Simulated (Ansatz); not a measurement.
Ga₅P₄H₁₆, a cluster cut from zinc blende GaP (hydrogen-capped). The state is a doublet with charge 0. Geometry PBE-D4/def2-SVP, that of the charge -1 singlet; atoms count from 1.

```xyz
25

Ga    1.6987   -2.4181    0.2223
Ga   -0.8268   -1.1146   -2.6160
Ga   -1.9894   -1.0419    1.2931
Ga    1.1706    1.2908    2.3957
Ga   -1.3587    2.5953   -0.4394
P    -0.5700   -2.0035   -0.4107
P     2.3487   -0.1472    0.8207
P    -0.3052    1.2204   -2.1533
P    -1.0224    1.1676    1.4494
H     2.6006   -2.8488   -1.0155
H     1.7795   -3.2278    1.5872
H     0.2890   -1.6501   -3.6157
H    -2.3529   -1.1000   -3.0587
H    -1.7341   -1.8093    2.6631
H    -3.4658   -0.9131    0.7146
H     1.2475    0.5125    3.7790
H     1.8041    2.7441    2.2617
H    -2.8907    2.6471   -0.8583
H    -0.5134    3.9392   -0.3378
H    -1.0805   -3.3357   -0.5685
H     3.7215   -0.1916    1.2300
H     2.5625    0.5916   -0.3875
H    -0.4134    1.9320   -3.3926
H     1.1152    1.3444   -2.0178
H    -1.8146    1.8167    2.4549
```

Single mean-field runs in def2-TZVP are fitted with def2-universal-jkfit.

Question: Estimate the Mulliken populations from the PBE0/def2-TZVP orbitals of Ansatz.

Answer: 
| atom | charge (e) | spin (α − β) |
| --- | --- | --- |
| Ga1 | 0.20 | 0.04 |
| Ga2 | 0.19 | 0.01 |
| Ga3 | 0.21 | 0.02 |
| Ga4 | 0.19 | 0.01 |
| Ga5 | 0.20 | 0.04 |
| P6 | -0.34 | 0.22 |
| P7 | -0.30 | 0.01 |
| P8 | -0.30 | 0.01 |
| P9 | -0.34 | 0.22 |
| H10 | -0.04 | 0.04 |
| H11 | -0.05 | 0.02 |
| H12 | -0.06 | 0.01 |
| H13 | -0.05 | 0.03 |
| H14 | -0.02 | 0.09 |
| H15 | -0.02 | 0.09 |
| H16 | -0.05 | 0.03 |
| H17 | -0.06 | 0.01 |
| H18 | -0.05 | 0.02 |
| H19 | -0.04 | 0.04 |
| H20 | 0.12 | 0.00 |
| H21 | 0.13 | 0.01 |
| H22 | 0.11 | 0.00 |
| H23 | 0.13 | 0.01 |
| H24 | 0.11 | 0.00 |
| H25 | 0.12 | 0.00 |
Mulliken values depend strongly on the basis.

Question: Where does the spin sit?

Answer: Summed by element: Ga 0.14, P 0.46, H 0.40, of 1 unpaired in all. Largest on single atoms: P9 0.22, P6 0.22, H15 0.09.

Question: And the Mayer bond orders between heavy atoms (over 0.3)?

Answer: Ga1–P6 0.64 (2.39 Å); Ga1–P7 0.68 (2.44 Å); Ga2–P6 0.71 (2.39 Å); Ga2–P8 0.66 (2.44 Å); Ga3–P6 0.73 (2.42 Å); Ga3–P9 0.73 (2.42 Å); Ga4–P7 0.66 (2.44 Å); Ga4–P9 0.71 (2.39 Å); Ga5–P8 0.68 (2.44 Å); Ga5–P9 0.64 (2.39 Å).
